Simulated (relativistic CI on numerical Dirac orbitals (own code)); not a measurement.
Line list: Electric-dipole lines, Au¹¹⁺

Method of calculation: Dirac-Coulomb-Breit CI, KLI orbitals optimised for each configuration, model QED (radiative potential, 1s self-energy scaled to tabulated hydrogen-like ionisation energies), unscaled Slater integrals (own radial code, finite nucleus).

Configuration list (outside the closed core [Kr] 4d10): 4f14 5s2 5p6, 4f14 5s2 5p5 5d, 4f14 5s 5p6 5d, 4f14 5s2 5p5 5f, 4f13 5s2 5p6 5d, 4f14 5s2 5p5 5g, 4f14 5s2 5p5 6s, 4f14 5s 5p6 5f, 4f14 5s2 5p5 6p, 4f14 5s 5p6 5g, 4f13 5s2 5p6 6s, 4f14 5s2 5p5 6d, 4f14 5s 5p6 6s, 4f13 5s2 5p6 6p, 4f14 5s2 5p5 7s, 4f13 5s2 5p6 5f, 4f14 5s2 5p5 7p, 4f14 5p6 5d2, 4f14 5p5 5d3, 4f14 5p5 5d2 5f, 4f13 5p6 5d3, 4f14 5p5 5d2 5g, 4f14 5p5 5d2 6s, 4f14 5p6 5f2, 4f14 5p5 5d 5f2, 4f14 5p5 5f3, 4f13 5p6 5d 5f2, 4f14 5p5 5f2 5g, 4f14 5p5 5f2 6s. Double excitations out of closed p, d and f shells are left out; levels of such configurations are missing from the list, as are those of other unlisted configurations, and high levels can miss mixing partners. These lack a partner that the ground configuration has and come out too high: 4f14 5s2 5p5 6p, 4f13 5s2 5p6 6s, 4f14 5s2 5p5 6d, 4f13 5s2 5p6 6p, 4f14 5s2 5p5 7s.

```
λ vac (Å)                       Lower                        Upper   A (s⁻¹)        gf  Branching (%)
   114.92       4f14 5s2 5p6 1S_0 [1]   4f13 5s2 5p6 5d 1P°_1 [33]  3.94e+11  2.34e+00          100.0
   143.86       4f14 5s2 5p6 1S_0 [1]   4f14 5s2 5p5 5d 1P°_1 [13]  5.59e+11  5.21e+00          100.0
   168.61   4f14 5s2 5p5 5d 3P°_0 [2]    4f14 5s2 5p5 5f 3D_1 [53]  1.47e+11  1.88e+00           34.6
   171.76   4f14 5s2 5p5 5d 3P°_1 [3]    4f14 5s2 5p5 5f 3D_1 [53]  1.80e+11  2.39e+00           42.5
   172.90   4f14 5s2 5p5 5d 3P°_1 [3]    4f14 5s2 5p5 5f 3F_2 [52]  8.01e+10  1.79e+00           31.5
   175.69   4f14 5s2 5p5 5d 3D°_2 [5]     4f14 5s 5p6 5d 3D_3 [54]  4.65e+10  1.51e+00           15.0
   178.12   4f14 5s2 5p5 5d 3F°_4 [6]     4f14 5s 5p6 5d 3D_3 [54]  5.61e+10  1.87e+00           18.1
   178.18   4f14 5s2 5p5 5d 3D°_2 [5]    4f14 5s2 5p5 5f 3F_2 [52]  9.40e+10  2.24e+00           37.0
   178.19   4f14 5s2 5p5 5d 1D°_2 [7]     4f14 5s 5p6 5d 1D_2 [55]  9.42e+10  2.24e+00           28.0
   178.73  4f13 5s2 5p6 5d 3H°_4 [23]   4f13 5s2 5p6 5f 3I_5 [125]  1.41e+11  7.45e+00           70.9
   179.27  4f13 5s2 5p6 5d 3D°_3 [18]   4f13 5s2 5p6 5f 3F_4 [116]  7.68e+10  3.33e+00           39.3
   179.34  4f13 5s2 5p6 5d 3H°_5 [17]   4f13 5s2 5p6 5f 3I_6 [112]  1.89e+11  1.19e+01           95.2
   180.24  4f13 5s2 5p6 5d 3G°_4 [19]   4f13 5s2 5p6 5f 3H_5 [117]  1.30e+11  6.94e+00           65.7
   180.36  4f13 5s2 5p6 5d 3G°_4 [19]   4f13 5s2 5p6 5f 3F_4 [116]  8.33e+10  3.66e+00           42.6
   180.40  4f13 5s2 5p6 5d 3D°_3 [18]   4f13 5s2 5p6 5f 3D_3 [115]  8.79e+10  3.00e+00           45.2
   180.76  4f13 5s2 5p6 5d 3G°_3 [29]   4f13 5s2 5p6 5f 3H_4 [132]  1.30e+11  5.73e+00           66.1
   181.02   4f14 5s2 5p5 5d 1D°_2 [7]     4f14 5s 5p6 5d 3D_3 [54]  1.11e+11  3.81e+00           35.7
   181.54  4f14 5s2 5p5 5d 3F°_2 [10]    4f14 5s2 5p5 5f 3G_3 [70]  1.75e+11  6.04e+00           93.5
   181.93       4f14 5s2 5p6 1S_0 [1]    4f14 5s2 5p5 5d 3D°_1 [9]  1.18e+11  1.76e+00          100.0
   182.26   4f14 5s2 5p5 5d 3D°_2 [5]    4f14 5s2 5p5 5f 1F_3 [49]  8.37e+10  2.92e+00           44.3
   184.08   4f14 5s2 5p5 5d 3F°_3 [4]    4f14 5s2 5p5 5f 3G_4 [48]  1.66e+11  7.58e+00           91.5
   185.89  4f13 5s2 5p6 5d 3H°_6 [21]   4f13 5s2 5p6 5f 3I_7 [114]  1.87e+11  1.45e+01          100.0
   186.37  4f13 5s2 5p6 5d 3H°_5 [31]   4f13 5s2 5p6 5f 3I_6 [127]  1.84e+11  1.25e+01           99.4
   186.72  4f13 5s2 5p6 5d 3D°_3 [24]   4f13 5s2 5p6 5f 1G_4 [122]  1.03e+11  4.86e+00           55.9
   187.05   4f14 5s2 5p5 5d 3D°_3 [8]     4f14 5s 5p6 5d 3D_3 [54]  8.52e+10  3.13e+00           27.5
   187.09  4f13 5s2 5p6 5d 3F°_3 [34]   4f13 5s2 5p6 5f 3G_4 [133]  1.25e+11  5.90e+00           68.2
   187.17  4f14 5s2 5p5 5d 3D°_2 [11]    4f14 5s2 5p5 5f 3D_3 [72]  1.98e+11  7.28e+00           84.9
   187.46  4f13 5s2 5p6 5d 1G°_4 [25]   4f13 5s2 5p6 5f 3G_5 [120]  9.38e+10  5.43e+00           51.2
   187.55  4f13 5s2 5p6 5d 3G°_4 [35]   4f13 5s2 5p6 5f 3H_5 [134]  1.49e+11  8.64e+00           80.9
   187.64  4f13 5s2 5p6 5d 3G°_5 [27]   4f13 5s2 5p6 5f 3H_6 [121]  1.45e+11  9.96e+00           78.7
   187.99   4f14 5s2 5p5 5d 1D°_2 [7]    4f14 5s2 5p5 5f 1F_3 [49]  6.60e+10  2.45e+00           34.9
   188.83   4f14 5s2 5p5 5d 3F°_4 [6]    4f14 5s2 5p5 5f 3G_5 [47]  1.73e+11  1.02e+01          100.0
   190.91  4f14 5s2 5p5 5d 1F°_3 [12]    4f14 5s2 5p5 5f 3G_4 [71]  1.71e+11  8.41e+00           99.4
   192.79   4f14 5s2 5p5 5d 3D°_3 [8]    4f14 5s2 5p5 5f 3F_4 [51]  1.54e+11  7.73e+00           87.7
   200.08   4f14 5s2 5p5 5d 3D°_1 [9]     4f14 5s 5p6 5d 1D_2 [55]  9.69e+10  2.91e+00           28.9
   200.34   4f14 5s2 5p5 5d 3F°_4 [6]     4f14 5s 5p6 5d 3D_3 [45]  4.97e+10  2.09e+00           68.3
   203.81  4f14 5s2 5p5 5d 1P°_1 [13]    4f14 5s2 5p5 5f 3F_2 [75]  1.12e+11  3.49e+00           57.7
   207.65   4f14 5s2 5p5 5d 3F°_4 [6]    4f14 5s2 5p5 6p 3D_3 [42]  3.60e+10  1.63e+00           60.7
   308.29   4f14 5s2 5p5 5f 3G_5 [47]   4f14 5s2 5p5 5g 3H°_6 [96]  7.42e+10  1.38e+01           99.9
   308.89   4f14 5s2 5p5 5f 3G_4 [48]   4f14 5s2 5p5 5g 3H°_5 [97]  6.93e+10  1.09e+01           95.0
   311.17   4f14 5s2 5p5 5f 3G_4 [71]  4f14 5s2 5p5 5g 3H°_5 [142]  7.28e+10  1.16e+01           99.7
   311.54   4f14 5s2 5p5 5f 1F_3 [49]  4f14 5s2 5p5 5g 1G°_4 [100]  6.43e+10  8.42e+00           87.4
   315.81   4f14 5s2 5p5 5f 3F_4 [51]  4f14 5s2 5p5 5g 3G°_5 [101]  6.49e+10  1.07e+01           90.2
   509.01   4f14 5s2 5p5 6p 3D_3 [42]   4f14 5s2 5p5 6d 3F°_4 [66]  1.94e+10  6.77e+00           82.0
   592.70  4f14 5s2 5p5 6s 3P°_2 [14]    4f14 5s2 5p5 6p 3D_3 [42]  9.26e+09  3.41e+00           15.6
```

Terms are leading LS components. Brackets give the number of a level in order of energy, since labels repeat. The list gives strong lines, with weight on those to low levels, without lines whose two gauges differ by over a factor of 2.5, among the lowest 154 of 4805 levels, so that lines to higher ones, which can be the strongest, are missing. Levels whose partners in the same complex of configurations lie outside the list can be far off, and so can their lines. Rates are taken at the computed energies, electric ones in the length gauge.

At this charge energies of transitions that change n are usually good to better than 1 %, and those within a shell (Δn = 0) to a few per cent. Levels and lines within the n = 5 or 6 shells can be off by up to 10 % or somewhat more, and those that change n by about 2 %, since core polarisation is missing.

LS names give the leading component of a level, which can be under half, so a name can repeat, a term be missing and a line seem to break the LS rules.
